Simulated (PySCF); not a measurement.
**From a computed spectrum to the compound**

A species of 3 atoms with charge 0 has these harmonic modes (PBE0, small Gaussian bases with core potentials, PySCF 2.14.0):

```tsv
cm⁻¹	km/mol	symmetry
161	7.7	a'
461	25.2	a'
563	69.5	a'
```

(1) Which species is it, and in which structure?

Answers

(1) BiSF (singlet):
```xyz
3

Bi   -0.1105    0.0000   -0.2649
S     1.7325    0.0000    1.1187
F    -1.6998    0.0000    1.0315
```
Ideal gas at 298.15 K and 1 bar: S = 303.7 J/(mol K), Cp = 51.4 J/(mol K), H − H(0 K) = 12.7 kJ/mol (rigid rotor, harmonic modes, spin degeneracy alone). 
 This is one of several that fit.
